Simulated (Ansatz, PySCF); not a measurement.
C₂H₅O₂, SMILES COC=[OH+], charge +1. Atoms are numbered in the order given.

```xyz
9

C     -1.4887     0.2881    -0.1837
O     -0.3768    -0.6347    -0.4524
C      0.8048    -0.4571    -0.0540
O      1.2498     0.5200     0.6340
H     -1.2632     1.2626    -0.6404
H     -2.3540    -0.1714    -0.6716
H     -1.6480     0.3495     0.9025
H      1.5404    -1.2278    -0.3267
H      0.6104     1.2169     0.8872
```
Charge +1, spin multiplicity 1.

Geometry: B3LYP-D3(BJ)/def2-SVP. The isomer is the one that the SMILES or the coordinates give; other isomers of the formula were not compared. One conformer was computed; it need not be the lowest.

Two levels are set side by side: PBE-D3(BJ)/def2-SVP (Ansatz, a program for electronic structure) and B3LYP-D3(BJ)/def2-SVP (PySCF). Each level has its own optimised geometry; the coordinates shown are those of the second. Frequencies come from the Hessian of PySCF at each geometry. Differences are taken from unrounded values.

```
quantity                            B3LYP-D3(BJ)  PBE-D3(BJ)  PBE-D3(BJ) minus B3LYP-D3(BJ)
----------------------------------  ------------  ----------  -----------------------------
mean bond length (Å)                       1.172       1.180                          0.008
bond C1–O2 (Å)                             1.470       1.471                          0.001
bond O2–C3 (Å)                             1.259       1.271                          0.011
bond C3–O4 (Å)                             1.275       1.283                          0.008
bond C1–H5 (Å)                             1.100       1.108                          0.009
bond C1–H6 (Å)                             1.094       1.103                          0.008
bond C1–H7 (Å)                             1.100       1.108                          0.009
bond C3–H8 (Å)                             1.100       1.108                          0.008
bond O4–H9 (Å)                             0.979       0.988                          0.009
highest harmonic wavenumber (cm⁻¹)          3676        3557                           -119
mean harmonic wavenumber (cm⁻¹)             1554        1510                            -44
zero-point energy (kcal/mol)               46.66       45.34                          -1.32
```

GGA bonds tend to be longer and softer than those of functionals with exact exchange. Differences between two approximate levels are no errors against the true value.
